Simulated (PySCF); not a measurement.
# PdS at PBEsol

Computed with PBEsol; PySCF, scalar-relativistic core potentials, basis sets Pd def2-TZVPP with ECP28, S def2-TZVPP.

* state: ³Σ⁻ (triplet), unpaired electrons π ↑↑
* bond length: 0.2076 nm
* harmonic wavenumber: 462 cm⁻¹
* force constant: 3.09 mdyn/Å
* rotational constant Be: 0.1592 cm⁻¹
* anharmonicity ωexe: 1.79 cm⁻¹
* vibration–rotation constant αe: 0.000797 cm⁻¹
* well depth De to Pd (4d10) + S: 89.4 kcal/mol
* dissociation energy D0: 88.7 kcal/mol
* bond order (Mayer): 1.99
* dipole moment (positive dipole means Pd(−)S(+)): -2.32 D

The metal atom is held in its measured ground configuration; semilocal functionals can put another filling of s and d lower by some tenths of an eV, and De to that atom would be smaller. These are scalar-relativistic numbers at best; spin–orbit coupling would shift them, the dissociation energy most. With d or f electrons several states lie close, and the lowest PBE0 determinant need not be the measured ground state.
